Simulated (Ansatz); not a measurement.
```yaml
crystal:
  periodic: [false, false, false]
  atoms:
    - {symbol: Cs, position_ang: [0.167592, -4.914387, -4.904015]}
    - {symbol: Cl, position_ang: [-0.182910, -4.786695, -1.699472]}
    - {symbol: Cs, position_ang: [0.723429, -4.999324, 1.466438]}
    - {symbol: Cl, position_ang: [-0.026096, -4.673661, 4.653568]}
    - {symbol: Cl, position_ang: [-0.163696, -1.709014, -4.763139]}
    - {symbol: Cs, position_ang: [-1.186031, -1.549661, -1.531217]}
    - {symbol: Cl, position_ang: [0.025181, -1.676418, 1.669118]}
    - {symbol: Cs, position_ang: [-0.684353, -1.468302, 4.987156]}
    - {symbol: Cs, position_ang: [0.687082, 1.471019, -4.985394]}
    - {symbol: Cl, position_ang: [-0.046067, 1.676025, -1.673143]}
    - {symbol: Cs, position_ang: [1.175250, 1.546008, 1.523502]}
    - {symbol: Cl, position_ang: [0.178299, 1.708441, 4.763212]}
    - {symbol: Cl, position_ang: [0.047178, 4.678796, -4.642890]}
    - {symbol: Cs, position_ang: [-0.742426, 4.998864, -1.464843]}
    - {symbol: Cl, position_ang: [0.175400, 4.783765, 1.697021]}
    - {symbol: Cs, position_ang: [-0.147809, 4.914524, 4.904096]}
basis:
  gaussian: {orbitals: def2-TZVP, initial_orbitals: start.molden}
total_charge: 1
magnetization: {spin_polarized: true, initial_magnetization: 1}
hamiltonian: {xc: pbe0, dispersion: d4}
scf: {omitted_lower_state_checks: [starts]}
output: {orbitals: {seedname: orbitals}}
```

The file start.molden holds the orbitals of an earlier run on this structure, at another level or in another basis.

```sh
$ ansatz run in.yaml --threads 4 --pin off --events-out ev --progress --plain --max-ram 6963MiB
```

(1) Does this run fit into the memory that it is given?

## Answers

(1) No. It has 528 basis functions, and Ansatz plans for 12 GiB where 7 GiB are given.
